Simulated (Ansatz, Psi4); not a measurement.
Worked example: the enthalpy of formation of I2 (iodine)

I2 has 2 atoms, charge 0, and is taken as a singlet. As SMILES, `II`. The shape is that of a PBE0-D4/def2-TZVP optimisation.

```xyz
2

I     0.0000    0.0000    0.0047
I     0.0000    0.0000    2.6604
```

Total energies at CCSD/def2-TZVPP (core potential), 8 core orbitals frozen (Psi4 1.11); the atoms run unrestricted:

```tsv
species	state	energy (Eh)
I2	singlet	-594.269558
I	doublet	-297.104545
```

Harmonic wavenumbers at PBE0-D4/def2-TZVP, in cm⁻¹: 226.

Measured heats of formation of the gaseous atoms at 298.15 K, in kJ/mol: I 106.8. Spin-orbit lowering of the atoms at 298 K (mean of the ground term's levels less their thermal mean, from spectra), in kJ/mol: I 30.32. Take 1 Eh = 2625.50 kJ/mol, 1 cm⁻¹ = 0.0119627 kJ/mol, RT = 2.479 kJ/mol.

Problem. What heat of formation follows?

Solution. 
1. Electronic atomisation energy: 2 × (-297.104545) − (-594.269558) = 0.060468 Eh = 158.8 kJ/mol.
2. Zero-point energy: half the sum of the wavenumbers, 113 cm⁻¹ = 1.4 kJ/mol.
3. Thermal vibrational enthalpy, Σ hcν̃/(exp(hcν̃/kT) − 1): 1.4 kJ/mol. Translation, rotation and pV of a linear molecule: 3.5 RT = 8.7 kJ/mol.
4. The 2 free atoms carry 5/2 RT each: 12.4 kJ/mol.
5. Spin-orbit coupling lowers the free atoms by 2 × 30.32 = 60.6 kJ/mol.
6. Atomisation enthalpy at 298 K: 158.8 − 60.6 − 1.4 − 1.4 − 8.7 + 12.4 = 99.1 kJ/mol.
7. Sum of the atoms' heats of formation: 213.6 kJ/mol. Heat of formation: 213.6 − 99.1 = +114.5 kJ/mol.

The tabulated value is +62.4 kJ/mol (Active Thermochemical Tables), so this level is off by +52.1 kJ/mol, or 34.5 % of the atomisation enthalpy. Coupled cluster needs large bases for atomisation: in a finite one the molecule is underbound. Anharmonicity and any spin-orbit splitting of the molecule are left out, and so is core correlation.
